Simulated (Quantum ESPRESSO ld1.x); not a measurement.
The numbers below are computed, except where a source is named.
Task: Radial electron density D(r) = 4 pi r^2 rho(r) of an atom or ion with 53 electrons. Level of theory: Dirac Kohn-Sham, LDA (Slater exchange, Perdew-Zunger correlation), spin-unpolarised, spherical densities, point nucleus (ld1.x of Quantum ESPRESSO 7.5).

r (bohr),D(r) (e/bohr)
0.00323,15.19
0.00373,18.72
0.004273,22.62
0.004935,27.39
0.005654,32.47
0.00653,38.41
0.007542,44.77
0.00864,50.96
0.009978,57.38
0.01143,62.95
0.0132,67.86
0.01513,71.15
0.01747,72.83
0.02017,72.55
0.02311,70.71
0.02669,67.76
0.03058,65.07
0.03532,63.67
0.04046,64.86
0.04673,69.38
0.05397,76.75
0.06183,84.61
0.07141,91.17
0.08181,93.20
0.09448,89.65
0.1082,82.01
0.125,73.00
0.1444,67.66
0.1654,68.46
0.191,74.03
0.2189,78.80
0.2528,77.27
0.2896,67.25
0.3344,50.78
0.3862,35.54
0.4425,27.87
0.511,27.48
0.5855,30.31
0.6762,31.21
0.7747,27.77
0.8946,20.99
1.033,14.15
1.184,9.676
1.367,7.237
1.566,6.162
1.809,5.232
2.072,4.098
2.393,2.728
2.764,1.517
3.167,0.7262
3.657,0.2685
4.19,0.08370
4.839,0.01865
5.544,0.003403
6.402,0.0004006

What is the nuclear charge?

Result: Z = 55. The innermost maximum, from 1s, lies near gamma/Z bohr with gamma = sqrt(1 - (Z/c)^2) = 0.916, here 0.0167 bohr (found: 0.0183), and its height grows with Z. The density is that of the caesium ion Cs2+ in [Kr] 4d10 5s1 5p6; the configuration itself is not fixed sharply by these data, and Z only to a few units. D(r) has 4 maxima, at r = 0.0183, 0.0805, 0.230, 0.650 bohr, and minima at 0.0356, 0.151, 0.476 bohr, inside which lie 2.02, 11.19, 28.94 electrons.
